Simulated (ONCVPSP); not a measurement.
## Building the ONCV potential for P (Z = 15) (LDA (Perdew-Wang 92), scalar-relativistic).

| Item | Value |
| --- | --- |
| Element | P |
| Generator | ONCVPSP 4.0.1 |
| Type | optimised norm-conserving Vanderbilt (ONCV) |
| Functional | LDA (Perdew-Wang 92) |
| Relativity | scalar-relativistic |
| Frozen core | [He] |
| Valence charge | 13 |
| Reference configuration | 2s2 2p6 3s2 3p2.75 (charge +0.25) |
| Partial waves | 2s+3s: rc 1.00 bohr, ncon 4, nbas 8, qcut 14.3 1/bohr, 2 projectors; 2p+3p: rc 0.95 bohr, ncon 4, nbas 8, qcut 11.8 1/bohr, 2 projectors; d scattering state at 0.3 Ha: rc 0.95 bohr, ncon 4, nbas 9, qcut 7 1/bohr, 2 projectors, debl 2.4 Ha |
| Local potential | polynomial inside 0.75 bohr (lpopt 5, dvloc0 3 Ha) |
| Core correction | polynomial model core, fcfact 0.2 |

Poles of the logarithmic derivatives, all-electron (AE) and pseudo (PS). s: poles at -5.8 (AE) and -5.8 (PS) Ha. p: poles at -3.9 (AE) and -3.9 (PS) Ha. d: poles at no energy (AE) and no energy (PS) Ha. Test radii: s 1.02, p 0.96, d 0.96 bohr.

- Cutoffs needed: 93 Ha and 226 Ha (the cutoffs (Ha) at which the residual kinetic energy of the hardest occupied pseudo-wave falls to 1 and 0.1 mHa per electron)
- Ghost test: no bound ghost flagged; GHOST(+) flags only above 600 eV
- Largest excitation error: +2.9 meV (all-electron minus pseudo) for 2s2 2p6 3s2 3p1, out of 4 test configurations
- rms error of d²Exc/dni dnj: 2.31 mHa without and 1.19 mHa with the model core
